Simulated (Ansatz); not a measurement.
CdH$_{7}$NOSi$_{2}$ (`[OH][Cd][N]([SiH3])[SiH3]`), relaxed with RKS PBE0-D4/def2-TZVP in Ansatz 0.2.0 from a PBE-D4/def2-SVP geometry. The force threshold is 0.005 eV/Å; the program also tests the step.

The species carries charge 0 and has multiplicity 1. Cd takes the def2 core potential.

Start:

```xyz
12

O     0.143   -2.251   -3.072
Cd    0.074   -1.083   -1.480
N    -0.166    0.064    0.173
Si    0.335   -0.602    1.717
Si   -0.605    1.748   -0.049
H     1.035   -2.191   -3.467
H     1.718   -0.171    2.147
H    -0.626   -0.189    2.806
H     0.349   -2.108    1.613
H    -1.574    2.185    1.022
H     0.573    2.695   -0.007
H    -1.255    1.904   -1.402
```

Problem. How much energy does the relaxation release, and in how many steps? (Estimate.)

Solution. Computed: 0.07 eV, in 20 steps.

Problem. Which bonds change most? (An estimate is asked.)

Solution. Computed: N3–Si4 from 1.754 to 1.720 Å; N3–Si5 from 1.754 to 1.720 Å; Si4–H7 from 1.512 to 1.491 Å; Si5–H11 from 1.512 to 1.491 Å.

Problem. Give the relaxed structure. (Estimate.)

Solution. The calculation gave: 
```xyz
12

O    -0.043   -2.271   -2.999
Cd    0.009   -1.082   -1.445
N    -0.067    0.105    0.176
Si    0.379   -0.569    1.694
Si   -0.545    1.743   -0.044
H     0.790   -2.295   -3.475
H     1.579    0.096    2.279
H    -0.718   -0.466    2.698
H     0.703   -2.013    1.502
H    -1.741    2.093    0.775
H     0.537    2.703    0.320
H    -0.884    1.956   -1.481
```
